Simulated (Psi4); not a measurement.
F4Te, triplet, at a GFN2-xTB geometry (a higher spin typed on purpose: for a closed-shell molecule this is an excited state) (all electrons, no relativity); Psi4 with CAM-B3LYP/STO-3G.

The Psi4 input:
```
memory 2 GB

molecule mol {
0 3
  Te   -0.012130    0.007173    0.048294
  F    -0.147243    1.813877    1.048779
  F     0.214412   -1.520239   -1.226915
  F    -0.480091   -1.442913    1.448890
  F     0.483005    1.107832   -1.549785
}

set basis sto-3g
set reference uks
set scf_type pk
set puream true
set d_convergence 1e-8
set dft_radial_points 99
set dft_spherical_points 590

energy('cam-b3lyp')
print_variables()
```

It wrote (shortened):

```
   => Loading Basis Set <=

    Name: STO-3G
    Role: ORBITAL
    Keyword: BASIS

         ---------------------------------------------------------
                                   SCF
               by Justin Turney, Rob Parrish, Andy Simmonett
                          and Daniel G. A. Smith
                              UKS Reference
         ---------------------------------------------------------

  ==> Geometry <==

    Molecular point group: c1
    Full point group: C1

    Geometry (in Angstrom), charge = 0, multiplicity = 3:

       Center              X                  Y                   Z               Mass
    ------------   -----------------  -----------------  -----------------  -----------------
         TE          -0.010943513412     0.006471365085     0.043570598028   129.906222748000
         F           -0.146056513412     1.813175365085     1.044055598028    18.998403162730
         F            0.215598486588    -1.520940634915    -1.231638401972    18.998403162730
         F           -0.478904513412    -1.443614634915     1.444166598028    18.998403162730
         F            0.484191486588     1.107130365085    -1.554508401972    18.998403162730

  Running in c1 symmetry.

  Rotational constants: A =      0.11698  B =      0.09881  C =      0.05356 [cm^-1]
  Rotational constants: A =   3507.04012  B =   2962.14821  C =   1605.82319 [MHz]
  Nuclear repulsion =  567.905332238977053

  Charge       = 0
  Multiplicity = 3
  Electrons    = 88
  Nalpha       = 45
  Nbeta        = 43

  ==> Algorithm <==

  SCF Algorithm Type is PK.
  DIIS enabled.
  MOM disabled.
  Fractional occupation disabled.
  Guess Type is SAD.
  Energy threshold   = 1.00e-06
  Density threshold  = 1.00e-08
  Integral threshold = 1.00e-12

  ==> Primary Basis <==

  Basis Set: STO-3G
    Blend: STO-3G
    Number of shells: 23
    Number of basis functions: 47
    Number of Cartesian functions: 49
    Spherical Harmonics?: true
    Max angular momentum: 2

  ==> DFT Potential <==

   => LibXC <=

    Version 7.1.2
    S. Lehtola, C. Steigemann, M. J. T. Oliveira, and M. A. L. Marques,  SoftwareX 7, 1–5 (2018) (10.1016/j.softx.2017.11.002)

   => Composite Functional: CAM-B3LYP <=

    CAM-B3LYP Hyb-GGA Exchange-Correlation Functional

    T. Yanai, D. P. Tew, and N. C. Handy,  Chem. Phys. Lett. 393, 51 (2004) (10.1016/j.cplett.2004.06.011)

    Deriv               =              1
    GGA                 =           TRUE
    Meta                =          FALSE

    Exchange Hybrid     =           TRUE
    MP2 Hybrid          =          FALSE

   => Exchange Functionals <=

    0.3500         Becke 88 [omega = 0.3300]
    0.4600   Short-range recipe for B88 functional - erf [omega = 0.3300]

   => Exact (HF) Exchange <=

    0.4600            HF,LR [omega = 0.3300]
    0.1900               HF

   => Correlation Functionals <=

    0.1900   Vosko, Wilk & Nusair (VWN5)
    0.8100   Lee, Yang & Parr

   => LibXC Density Thresholds  <==

    XC_HYB_GGA_XC_CAM_B3LYP:  1.00E-14

   => Molecular Quadrature <=

    Radial Scheme          =       TREUTLER
    Pruning Scheme         =           NONE
    Nuclear Scheme         =       TREUTLER

    Blocking Scheme        =         OCTREE
    BS radius alpha        =              1
    Pruning alpha          =              1
    Radial Points          =             99
    Spherical Points       =            590
    Total Points           =         273765
    Total Blocks           =           2070
    Max Points             =            256
    Max Functions          =             43
    Weights Tolerance      =       1.00E-15

  ==> Integral Setup <==

  Using in-core PK algorithm.
   Calculation information:
      Number of atoms:                   5
      Number of AO shells:              23
      Number of primitives:             69
      Number of atomic orbitals:        49
      Number of basis functions:        47

      Integral cutoff                 1.00e-12
[...]

                        Total Energy        Delta E     RMS |[F,P]|

   @UKS iter SAD: -6940.06765339010417   -6.94007e+03   0.00000e+00
   @UKS iter   1: -6942.55093628234408   -2.48328e+00   3.84465e-03 DIIS/ADIIS
   @UKS iter   2: -6942.56500784213404   -1.40716e-02   1.97953e-03 DIIS/ADIIS
   @UKS iter   3: -6942.56431242468625    6.95417e-04   2.11620e-03 DIIS/ADIIS
   @UKS iter   4: -6942.57413193371576   -9.81951e-03   3.01314e-04 DIIS/ADIIS
   @UKS iter   5: -6942.57447488056368   -3.42947e-04   1.22912e-04 DIIS/ADIIS
   @UKS iter   6: -6942.57463675542749   -1.61875e-04   4.26853e-05 DIIS
   @UKS iter   7: -6942.57466638712322   -2.96317e-05   1.66026e-05 DIIS
   @UKS iter   8: -6942.57467020144668   -3.81432e-06   4.34958e-06 DIIS
   @UKS iter   9: -6942.57467040667598   -2.05229e-07   2.10206e-06 DIIS
   @UKS iter  10: -6942.57467044618625   -3.95103e-08   1.26518e-06 DIIS
   @UKS iter  11: -6942.57467045271096   -6.52471e-09   4.55507e-07 DIIS
   @UKS iter  12: -6942.57467045624799   -3.53702e-09   2.70747e-07 DIIS
   @UKS iter  13: -6942.57467045692556   -6.77574e-10   2.36881e-07 DIIS
   @UKS iter  14: -6942.57467045725662   -3.31056e-10   4.07764e-08 DIIS
   @UKS iter  15: -6942.57467045727753   -2.09184e-11   2.33597e-08 DIIS
   @UKS iter  16: -6942.57467045726935    8.18545e-12   4.97149e-09 DIIS
  Energy and wave function converged.

  ==> Post-Iterations <==

   Electrons on quadrature grid:
      Nalpha   =   45.0000082536 ; deviation = 8.254e-06
      Nbeta    =   43.0000089562 ; deviation = 8.956e-06
      Ntotal   =   88.0000172098 ; deviation = 1.721e-05

   @Spin Contamination Metric:   2.814159173E-02
   @S^2 Expected:                2.000000000E+00
   @S^2 Observed:                2.028141592E+00
   @S   Expected:                1.000000000E+00
   @S   Observed:                1.000000000E+00

    Orbital Energies [Eh]
    ---------------------

    Alpha Occupied:

[...]
    Alpha Virtual:

[...]
    Beta Occupied:

[...]
      43A     -0.201212

    Beta Virtual:

[...]
      47A      0.249414

    Final Occupation by Irrep:
              A
    DOCC [    43 ]
    SOCC [     2 ]
    NA   [    45 ]
    NB   [    43 ]

  @UKS Final Energy: -6942.57467045726935

   => Energetics <=

    Nuclear Repulsion Energy =            567.9053322389770528
    One-Electron Energy =              -10716.0213894509543024
    Two-Electron Energy =                3372.2465420292783165
    DFT Exchange-Correlation Energy =    -166.7051552745705578
    Empirical Dispersion Energy =           0.0000000000000000
    VV10 Nonlocal Energy =                  0.0000000000000000
    Total Energy =                      -6942.5746704572693488

  UHF NO Occupations:
  HONO-2 :   43  A 1.9878913
  HONO-1 :   44  A 1.0000000
  HONO-0 :   45  A 1.0000000
  LUNO+0 :   46  A 0.0121087
  LUNO+1 :   47  A 0.0020375

Computation Completed

Properties will be evaluated at   0.000000,   0.000000,   0.000000 [a0]

Properties computed using the SCF density matrix

 Multipole Moments:

 ------------------------------------------------------------------------------------
     Multipole            Electronic (a.u.)      Nuclear  (a.u.)        Total (a.u.)
 ------------------------------------------------------------------------------------

 L = 1.  Multiply by 2.5417464519 to convert [e a0] to [Debye]
 Dipole X            :         -0.2030915            0.1972833           -0.0058082
 Dipole Y            :          0.1200971           -0.1166620            0.0034351
 Dipole Z            :          0.8085904           -0.7854654            0.0231250
 Magnitude           :                                                    0.0240895

 ------------------------------------------------------------------------------------

  Variable Map:
  ----------------------------------------------------------------------------
[...]
  Array Variable Map:
  ----------------------------------------------------------------------------
[...]
[...]
```
